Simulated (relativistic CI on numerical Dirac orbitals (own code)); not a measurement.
Method of calculation: Dirac-Coulomb-Breit CI, orbitals from a KLI potential per configuration, model QED (radiative potential, 1s self-energy scaled to tabulated hydrogen-like ionisation energies), unscaled Slater integrals (own radial code, finite nucleus).

Configuration list (outside the closed core [Kr] 4d10): 4f14.5s2.5p5, 4f14.5s.5p6, 4f13.5s2.5p6, 4f14.5s2.5p4.5d, 4f14.5s.5p5.5d, 4f14.5s2.5p4.5f, 4f13.5s2.5p5.5d, 4f14.5s2.5p4.5g, 4f14.5s2.5p4.6s, 4f14.5s.5p5.5f, 4f14.5s2.5p4.6p, 4f14.5p6.5d, 4f14.5s.5p5.5g, 4f14.5s.5p4.5d2, 4f13.5s2.5p5.6s, 4f14.5s2.5p3.5d.6p, 4f14.5s2.5p3.5d.5f, 4f14.5s2.5p4.6d, 4f14.5p6.6s, 4f14.5s.5p5.6s, 4f13.5s2.5p5.6p, 4f14.5s2.5p3.5d2, 4f14.5s2.5p2.5d3, 4f14.5s.5p3.5d3, 4f14.5s2.5p2.5d2.5f, 4f13.5s2.5p3.5d3, 4f14.5s2.5p3.6s2, 4f14.5s2.5p2.5d.6s2, 4f14.5s.5p3.5d.6s2, 4f14.5s2.5p2.5f.6s2, 4f13.5s2.5p3.5d.6s2. Double excitations out of closed p, d and f shells are left out; levels of such configurations are missing from the list, as are those of other unlisted configurations, and high levels can miss mixing partners. Some configurations lack a partner that the ground configuration has and come out too high, among them 4f14.5s2.5p4.5g, 4f14.5s2.5p4.6s, 4f14.5s.5p5.5f, 4f14.5s2.5p4.6p, 4f14.5s.5p5.5g.

At this charge transitions that keep the count of f electrons are usually good to a few per cent. Levels and lines within the n = 5 or 6 shells can be off by up to 10 % or somewhat more, and those that change n by about 2 %, since core polarisation is missing. Levels that differ in their count of f electrons can be misplaced by several ten thousand cm⁻¹, since the correlation energy of f electrons is missing or only estimated; rates across such gaps can be off by orders of magnitude.

Outline of the computed level scheme of Au XIII. Lowest level of each configuration: 4f14.5s2.5p5 2P°_3/2 at 0.000 eV; 4f13.5s2.5p6 2F°_7/2 at 48.079 eV; 4f14.5s.5p6 2S_1/2 at 55.553 eV; 4f14.5s2.5p4.5d 4D_3/2 at 56.683 eV; 4f13.5s2.5p5.5d 4D_7/2 at 103.096 eV; 4f14.5s2.5p4.6s 4P_5/2 at 105.001 eV.

Some strong electric-dipole decays among the lowest 45 levels: 4f14.5s2.5p4.5d 2S_1/2 → 4f14.5s2.5p5 2P°_3/2 (4.4e+11 s⁻¹); 4f14.5s2.5p4.5d 2D_5/2 → 4f14.5s2.5p5 2P°_3/2 (4.3e+11 s⁻¹); 4f14.5s2.5p4.5d 2D_3/2 → 4f14.5s2.5p5 2P°_1/2 (3.5e+11 s⁻¹); 4f14.5s2.5p4.5d 2P_1/2 → 4f14.5s2.5p5 2P°_1/2 (3.5e+11 s⁻¹); 4f14.5s2.5p4.5d 2P_3/2 → 4f14.5s2.5p5 2P°_3/2 (3.1e+11 s⁻¹); 4f14.5s2.5p4.6s 2P_3/2 → 4f14.5s2.5p5 2P°_3/2 (1.6e+11 s⁻¹); 4f14.5s2.5p4.5d 2D_3/2 → 4f14.5s2.5p5 2P°_1/2 (1.2e+11 s⁻¹); 4f14.5s2.5p4.5d 2D_5/2 → 4f14.5s2.5p5 2P°_3/2 (9.8e+10 s⁻¹).

LS names give the leading component of a level, which can be under half, so a name can repeat, a term be missing and a line seem to break the LS rules.
